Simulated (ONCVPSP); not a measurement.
**What one change does to a pseudopotential (In, ONCV)**

ONCVPSP 4.0.1 input, shortened (lines: element, Z, core and valence counts, functional; n l f; lmax; l rc ep ncon nbas qcut; lloc lpopt rc5 dvloc0; l nproj debl; icmod fcfact rcfact), PBE, scalar-relativistic:

```
  In 49.00    8    3        4      upf
    1    0    2.00
    2    0    2.00
    2    1    6.00
    3    0    2.00
    3    1    6.00
    3    2   10.00
    4    0    2.00
    4    1    6.00
    4    2   10.00
    5    0    2.00
    5    1    0.50
    2
    0    2.10    0.00    4    7    2.80
    1    2.95    0.00    4    7    3.00
    2    1.70    0.00    5    9    9.00
    4    5    1.60    0.00
    0    3    0.60
    1    1    2.00
    2    3    3.30
    1    0.35    0.00
```

All-electron outer shells of the reference configuration (PBE, scalar-relativistic, ld1.x):

| shell | level (eV) | outermost node (bohr) | outermost maximum (bohr) |
| --- | --- | --- | --- |
| 4s | -123.15 | 0.41 | 0.77 |
| 4p | -81.62 | 0.42 | 0.82 |
| 4d | -22.11 | 0.40 | 0.94 |
| 5s | -11.39 | 1.02 | 2.13 |
| 5p | -5.31 | 1.14 | 2.74 |

Change: p: nbas 8.

Cutoffs: the cutoffs (Ha) at which the residual kinetic energy of the hardest occupied pseudo-wave falls to 1 and 0.1 mHa per electron; they do not see the model core or the augmentation charge, which bear on the density cutoff. Errors are all-electron minus pseudo energies relative to the spin-unpolarised reference configuration.

Question: What does the change do?

Answer: The potential gets neither clearly harder nor softer (32 Ha and 37 Ha → 32 Ha and 37 Ha); both files keep a bound ghost (s); the errors of the 4 common tests hardly move.

```csv
quantity,base,changed
"cutoff, loose",32 Ha,32 Ha
"cutoff, tight",37 Ha,37 Ha
loose cutoff by channel,"s 11 Ha, p 3.0 Ha, d 32 Ha","s 11 Ha, p 2.4 Ha, d 32 Ha"
bound ghosts,s,s
GHOST(+) flags under 300 eV,s at 37.4 eV,s at 37.4 eV
"error for 4d10 5s2 5p1, meV [ΔE -1.94 eV]",+0.7,+0.7
"error for 4d10 5s2 5p0, meV [ΔE 3.42 eV]",-1.6,-1.7
"error for 4d10 5s1 5p0, meV [ΔE 22.66 eV]",-19,-20
"error for 4d10 5s0 5p0, meV [ΔE 50.98 eV]",-65,-67
s: phases at 2.14 bohr within 0.05 rad from the reference energy up to (Ha; the scan ends near 5),4.0,4.0
p: phases at 3.00 bohr within 0.05 rad from the reference energy up to (Ha; the scan ends near 5),0.3,0.3
d: phases at 1.72 bohr within 0.05 rad from the reference energy up to (Ha; the scan ends near 5),to the end of the scan,to the end of the scan
"rms error of d²Exc/dni dnj with the model core, mHa",0.63,0.63
```

 A true bound ghost makes a file unfit for plane-wave use even where its test errors are small: the radial tests pick states by their node count and pass the ghost by.
